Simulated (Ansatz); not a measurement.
`CB[SiH2][SiH2][AlH2]` + HCl → `[AlH2][SiH2]Cl` + `CB[SiH3]` at 600 K and 1 bar (cleavage of the Si–Si bond).

Calculated with Ansatz (gas phase, PBE0-D4/def2-TZVP geometries, no zero-point term in ΔE). CBS: MP2 limit from def2 TZ/QZ plus the TZ coupled-cluster correction, frozen cores. This one scheme is used for every species. One conformer a species, not always the lowest.

```csv
species,CCSD(T)/CBS energy (Eh),H − E (kJ/mol),S (J/(mol·K))
`CB[SiH2][SiH2][AlH2]`,-888.99512,344.6,556.2
HCl,-460.38127,35.4,207.2
`[AlH2][SiH2]Cl`,-993.29495,133.4,406.0
`CB[SiH3]`,-356.10570,243.9,396.6
```

H − E and S are ideal-gas, rigid-rotor, harmonic terms from PBE0-D4/def2-TZVP, for one conformer and one mirror image of each species. 1 Eh = 2625.50 kJ/mol, R = 8.31446 J/(mol·K).

**Question.** By hand: ΔE, ΔH, ΔS and ΔG.

**Answer.** ΔE = (-993.29495) + (-356.10570) − (-888.99512) − (-460.38127) = -0.02426 Eh = -63.7 kJ/mol. Δ(H − E) = 133.4 + 243.9 − 344.6 − 35.4 = -2.7, so ΔH = -66.4 kJ/mol. ΔS = 406.0 + 396.6 − 556.2 − 207.2 = 39.2 J/(mol·K). ΔG = -66.4 − 600 × (39.2)/1000 = -89.9 kJ/mol.

**Question.** By hand: the equilibrium constant, and the temperature at which ΔG would vanish if ΔH and ΔS stayed fixed.

**Answer.** log₁₀ K = −ΔG/(RT ln 10) = 7.8. ΔH and −TΔS have one sign here, so there is no such temperature.

TΔS isn't small against ΔH here. A doubt of 5 kJ/mol in ΔE shifts log₁₀ K by 0.4 here. Other conformers and mirror images would add mixing entropy, several J/(mol·K) or more a flexible species. Modes under 60 cm⁻¹, often nearly free rotors, make the harmonic entropy too high. These are equilibria of isolated gas molecules and say nothing of rates. Largest T1 diagnostic: 0.014 (customary marks: 0.02 for closed shells, 0.045 for open ones).
